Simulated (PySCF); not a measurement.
# Vibration and rotation of CoN

BHandHLYP constants of CoN, ⁵Δ (quintet), unpaired electrons σ ↑, π ↑↑, δ ↑ (Co def2-TZVPP, N def2-TZVPP; no relativity (PySCF 2.14); masses 58.9332 and 14.0031 u):

| Item | Value |
| --- | --- |
| ωe | 501.4 cm⁻¹ |
| ωexe | 2.56 cm⁻¹ |
| Be | 0.46075 cm⁻¹ |
| αe | 0.00326 cm⁻¹ |
| D (centrifugal) | 1.56e-06 cm⁻¹ |

Question: Give the vibrational terms G(v) and spacings up to v = 6.

Answer: G(v) = ωe(v+½) − ωexe(v+½)².

```tsv
v	G(v) (cm⁻¹)	G(v) − G(v−1)	Bv (cm⁻¹)
0	250.1		0.4591
1	746.3	496.3	0.4559
2	1237.5	491.2	0.4526
3	1723.5	486.0	0.4493
4	2204.5	480.9	0.4461
5	2680.3	475.8	0.4428
6	3150.9	470.7	0.4396
```

De is left out where the level can put another filling of the metal’s s and d shells below the measured ground configuration, by anything from nothing to about 1 eV. The state is the lowest single determinant that the PBE0 search found; with open d or f shells the true ground state can be another one.
